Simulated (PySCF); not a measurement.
# Cr²⁺ (chromium, charge +2): PBE0 calculation

Configuration: [Ar] 3d4, high-spin 5D determinant. Computed with PySCF 2.14 in aug-cc-pwCVTZ-DK (10s9p7d4f3g, 127 functions), with the spin-free X2C one-electron Hamiltonian (Gaussian nucleus).

| Quantity | Value |
| --- | --- |
| Total energy | -1049.703 hartree |
| One-electron energy | -1428.377 hartree |
| Hartree (Coulomb) energy | 427.141 hartree |
| Exchange-correlation energy | -48.468 hartree |
| ⟨S²⟩ | 6.0005 |
| ⟨L²⟩ | 6.006 |
| Sum of ⟨r⟩ | 14.62 bohr |
| Sum of ⟨r²⟩ | 16.41 bohr² |
| Traceless quadrupole moment −½Σ⟨3z² − r²⟩ along its main axis | -0.505 e·bohr² |
| Langevin diamagnetic susceptibility | -13.0 ×10⁻⁶ cm³/mol |
| Time after the integrals | roughly 6 core-seconds |

```csv
shell,electrons,mean orbital energy (eV),spread (eV),"rms radius, mean of both spins (bohr)"
1s β,1,-5939.1,0,0.0734
1s α,1,-5939.1,0,0.0734
2s α,1,-703.17,0,0.318
2s β,1,-701.42,0,0.318
2p α,3,-593.59,0.356,0.288
2p β,3,-592.11,0.771,0.288
3s α,1,-101.99,0,0.965
3s β,1,-96.991,0,0.965
3p α,3,-71.939,0.174,1.04
3p β,3,-66.515,1.731,1.04
3d α,4,-26.391,1.175,1.36
```

Densities and radii are taken from the X2C orbitals without a picture-change correction, which distorts them close to the nucleus.
